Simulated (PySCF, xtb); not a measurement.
C5H9F, SMILES C=C(C)[C@H](C)F.

Geometry: ωB97X-D3(BJ)/def2-SVP. Other conformers were not sampled.

Calculation: IEF-PCM-ωB97X/def2-SVP in PySCF.

The values are the electrostatic part of the solvation free energy, E(continuum) − E(gas) at the gas-phase geometry, in a cavity of scaled van der Waals radii (PySCF's table); cavitation and dispersion terms are not included. In vacuum the orbital gap is 12.32 eV. The dipole moment in vacuum is 2.00 D.

| solvent | ε | ΔG(elec) (kcal/mol) | dipole (D) | gap (eV) |
|---|---|---|---|---|
| water | 78.36 | -3.1 | 2.67 | 12.35 |
| cyclohexanone | 15.62 | -2.8 | 2.60 | 12.35 |
| acetonitrile | 35.69 | -3.0 | 2.65 | 12.35 |

For comparison, GFN2-xTB/ALPB(water) (xtb, at the GFN2-xTB geometry, all terms of that model) gives -2.7 kcal/mol.
